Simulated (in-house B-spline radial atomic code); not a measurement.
Values are calculated unless marked as measured or tabulated.
# Ni ion on In atom: potential, deflection and energy transfer

The pair potential comes from two frozen, spherical free-atom densities (PBE, B-spline radial code, scalar-relativistic past argon): electrostatics plus the change in Thomas-Fermi kinetic and Dirac exchange energy where they overlap, the recipe behind the universal ZBL potential, which averages such potentials (from solid-state densities) over many pairs. It is written V = (Z1 Z2 e²/r) φ(r/a), with e² = 14.3996 eV·Å and a = 0.46850 Å/(Z1^0.23 + Z2^0.23); ZBL's fit is φ = 0.18175 e^(−3.1998x) + 0.50986 e^(−0.94229x) + 0.28022 e^(−0.4029x) + 0.02817 e^(−0.20162x). Where φ falls below 4e-4 it is continued as an exponential.

Masses 58.69 and 114.82 u.

```json
{"x = r/a": "0.1", "φ, this pair": "0.8886", "φ, ZBL": "0.8928"}
{"x = r/a": "0.5", "φ, this pair": "0.6149", "φ, ZBL": "0.6096"}
{"x = r/a": "1.5", "φ, this pair": "0.3048", "φ, ZBL": "0.2995"}
{"x = r/a": "3", "φ, this pair": "0.1344", "φ, ZBL": "0.1292"}
{"x = r/a": "5", "φ, this pair": "0.0547", "φ, ZBL": "0.05224"}
{"x = r/a": "8", "φ, this pair": "0.01755", "φ, ZBL": "0.01705"}
{"x = r/a": "12", "φ, this pair": "0.004738", "φ, ZBL": "0.00474"}
{"x = r/a": "17", "φ, this pair": "0.001178", "φ, ZBL": "0.001212"}
```

At x = 4 the electrostatic, kinetic and exchange parts are 430.46, 3908.34 and -237.02 eV. Find r, V and φ.

a = 0.46850/(2.1520 + 2.4476) = 0.10186 Å, so r = 0.40742 Å. V = 430.46 + 3908.34 + (-237.02) = 4101.78 eV. The bare repulsion is 28 × 49 × 14.3996/0.40742 = 48491 eV, so φ = 0.0846, +5.4 % against ZBL's 0.0803. The kinetic (Pauli) term is 95 % of V here.

The ion comes in at 2.931 keV with impact parameter 0.2037 Å. The scattering integral gives a centre-of-mass angle of 121° and a closest approach of 5.389 a. What are the reduced energy, the energy passed on and the laboratory angles?

ε = E a M2/(Z1 Z2 e² (M1 + M2)) = 2931 × 3.4117e-06 = 0.01. The most that one collision can pass on is γE with γ = 4 M1 M2/(M1 + M2)² = 0.8953. Here T = γE sin²(θ/2) = 0.8953 × 2931 × 0.7578 = 1989 eV. The ion turns by arctan(sin θ/(cos θ + M1/M2)) = 90.3° (second quadrant: it bounces back), and the struck atom leaves at (180° − θ)/2 = 29.5°. The closest approach is 0.549 Å. With ZBL the angle would be 119.98° and T = 1968 eV.
